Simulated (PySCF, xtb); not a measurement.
GeH5NZn, SMILES [GeH3][Zn][NH2].

GFN2-xTB (xtb) at its own geometry gives an orbital gap of 4.25 eV and a dipole moment of 2.25 D.

Geometry optimised at B3LYP-D3(BJ)/def2-SVP. The structure was generated by enumeration; whether it is a known compound was not checked. The values are those of a single conformer.

### Question
What does PBE/def2-TZVPD (PySCF) give? (The exact figures need the calculation; the answer reports its results.)

### Answer
gap 4.10 eV (levels -5.58 and -1.48 eV), dipole 1.07 D.
